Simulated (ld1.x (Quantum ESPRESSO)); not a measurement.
# Before and after: PAW potential for As

As, PAW, made with ld1.x (Quantum ESPRESSO) 7.5 (LDA (PZ), scalar-relativistic). Core [Ar], reference 3d10 4s2 4p1 (charge +2). Waves: 4s (bound): rcut 1.20, rcutus 1.65 bohr; 4s channel at 2.55 Ry: rcut 1.20, rcutus 1.65 bohr; 4p (bound): rcut 1.00, rcutus 1.40 bohr; 4p channel at 0.1 Ry: rcut 1.00, rcutus 1.40 bohr; 3d (bound): rcut 0.50, rcutus 0.70 bohr; 3d channel at -3.45 Ry: rcut 0.50, rcutus 0.70 bohr. Local part: all-electron potential smoothed inside 0.65 bohr (lloc = -2). Core correction: a·sin(br)/r model core, default radius (core density twice the valence density). Augmentation charge: BESSEL, radius 0.45 bohr.

Change: local potential all-electron potential smoothed inside 1.55 bohr (lloc = -1).

Cutoffs: the cutoffs (Ry, on a coarse ladder) from which the occupation-weighted sum of valence levels, in a spherical-Bessel basis at the reference potential, stays within 10 and 1 mRy of its value at 400 Ry; they do not see the model core or the augmentation charge, which bear on the density cutoff. Errors are all-electron minus pseudo energies relative to the spin-unpolarised reference configuration.

Question: How do hardness, ghosts and transferability respond?

Answer: The bound ghosts move from p, s to p; of the 9 tests that both files solve, the error grows in 2 and shrinks in 3 by more than 15 % and 0.3 meV (median size 4.1 → 4.8 meV). A state that the projectors do not describe sees the local part alone, so a deeper or shallower local part can create or remove a ghost.

```csv
quantity,base,changed
"cutoff, loose",over 300 Ry,over 300 Ry
"cutoff, tight",over 300 Ry,over 300 Ry
loose cutoff by channel (10 mRy a level),"s 8 Ry, p 25 Ry, d 200 Ry","s 10 Ry, p 6 Ry, d 200 Ry"
bound ghosts,"s, p",p
"error for 3d10 4s2 4p3, meV [ΔE -27.49 eV]",+2.9,+3.3
"error for 3d10 4s2 4p2, meV [ΔE -18.16 eV]",+1.9,+2.3
"error for 3d10 4s2 4p0, meV [ΔE 28.04 eV]",-4.1,-4.8
"error for 3d10 4s1 4p3, meV [ΔE -8.00 eV]",+11,+5.8
"error for 3d10 4s1 4p4, meV [ΔE -18.01 eV]",+13,+7.0
"error for 3d9 4s2 4p3, meV [ΔE 23.61 eV]",-301,-315
"error for 3d10 4s0 4p5, meV [ΔE -8.28 eV]",+56,+8.0
"error for 3d10 4s2 4p1 (spin-polarised), meV [ΔE -0.23 eV]",-0.1,-0.1
"error for 3d10 4s2 4p3 (spin-polarised), meV [ΔE -28.81 eV]",+2.7,+2.4
s: phases at 1.79 bohr within 0.05 rad from the reference energy up to (Ry; the scan ends near 5),to the end of the scan,to the end of the scan
p: phases at 1.79 bohr within 0.05 rad from the reference energy up to (Ry; the scan ends near 5),to the end of the scan,n/a
d: phases at 1.79 bohr within 0.05 rad from the reference energy up to (Ry; the scan ends near 5),to the end of the scan,to the end of the scan
lowest overlap eigenvalue by channel,"s 0.31, p 0.70, d 0.96","s 0.50, p 0.70, d 1.00"
```

 A true bound ghost makes a file unfit for plane-wave use even where its test errors are small: the radial tests pick states by their node count and pass the ghost by.
